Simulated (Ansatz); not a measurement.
Input for Ansatz (a program for electronic structure): R-CCSD(T)/cc-pVTZ on C2H2 (SMILES C#C).

Ansatz 0.2 input:
```yaml
crystal:
  periodic: [false, false, false]
  atoms:
    - {symbol: C, position_ang: [0.00000000, -0.00001465, 0.59839557]}
    - {symbol: C, position_ang: [-0.00000000, -0.00001465, -0.59839557]}
    - {symbol: H, position_ang: [-0.00000000, 0.00001465, 1.66106938]}
    - {symbol: H, position_ang: [0.00000000, 0.00001465, -1.66106938]}
basis:
  gaussian:
    orbitals: cc-pVTZ
magnetization: {spin_polarized: false}
correlation: {method: ccsd_t, electrons: outside_noble_gas}
scf: {lower_state_search: off}
```

Program output:

```
WARN ansatz: RAYON_NUM_THREADS=1 ignored (pool sized by the plan → 1); use --threads N
Functional definition: HF
these checks for a lower state are left out or cut short: stability, starts, cluster_reference, orbital_swaps, neighbouring_geometries, increment
integrals: 0.07 GiB planned
498 factors; integrals over basis functions are off by at most 9.4e-4 eV
mean field: 0.10 GiB planned
mean field evaluation 1: about -2089.8116 eV, gradient 2.3e1 eV
mean field evaluation 2: about -2089.8169 eV, gradient 2.3e1 eV
mean field evaluation 4: about -2091.1823 eV, gradient 1.7e0 eV
mean field evaluation 8: about -2091.1922 eV, gradient 3.1e-5 eV
mean field -2091.19217600 eV, -76.8498950070 hartree, gradient 1.4e-6 eV, S^2 0.000000; 0 other end points of the search recorded, 0 dependent functions left out
2 core orbitals not correlated
reference -2091.19217600 eV, -76.8498950070 hartree; 5, 5 occupied and 81, 81 virtual orbitals, 498 factors
second order -8.40561837 eV of doubles, -0.00000000 eV of singles
coupled cluster: 0.18 GiB planned
cycle   1  -8.41696772 eV  change   -1.1e-2 eV  update   7.1e-2
cycle   2  -8.67654995 eV  change   -2.6e-1 eV  update   2.2e-2
cycle   3  -8.73529961 eV  change   -5.9e-2 eV  update   1.1e-2
cycle   4  -8.73853122 eV  change   -3.2e-3 eV  update   3.0e-3
cycle   5  -8.74023346 eV  change   -1.7e-3 eV  update   7.4e-4
cycle   6  -8.74037458 eV  change   -1.4e-4 eV  update   1.8e-4
cycle   7  -8.74043818 eV  change   -6.4e-5 eV  update   3.8e-5
cycle   8  -8.74045134 eV  change   -1.3e-5 eV  update   1.0e-5
cycle   9  -8.74044776 eV  change    3.6e-6 eV  update   2.3e-6
perturbative correction -0.44162594 eV, -0.0162294540 hartree
Total energy: -2100.37424970 eV, -77.1873299919 hartree
Checks for a lower state left out: stability, starts, cluster_reference, orbital_swaps, neighbouring_geometries, increment
```

Self-consistency was reached.

Cost: very roughly 1.7 core-seconds.
